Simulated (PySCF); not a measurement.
CCl3, SMILES Cl[C](Cl)Cl (connectivity only; charge and spin as stated), charge +1, multiplicity 1. Geometry: PBE0-D3(BJ)/def2-SVP. The spin state was assumed, not searched. The isomer is the one that the SMILES or the coordinates give; other isomers of the formula were not compared.

These are PBE0-D3(BJ)/def2-SVP run with PySCF values and carry that method's errors.

Harmonic wavenumbers (cm⁻¹): 317, 317, 531, 561, 1081, 1082. Rotational constants (GHz): 3.500, 3.500, 1.750; symmetry number 6.

Q: Work out the zero-point energy and the ideal-gas rigid-rotor harmonic-oscillator thermochemistry at 298.15 K and 1 atm.

A: ZPE = ½ Σ hcν = ½ × 3889 cm⁻¹ = 23.26 kJ/mol. H − E(el) = 36.43 kJ/mol. Entropy in J/(mol K): translation 168.28, rotation 98.52, vibration 16.28, total 283.08. G − E(el) = -47.98 kJ/mol. Cp = 59.08 J/(mol K).
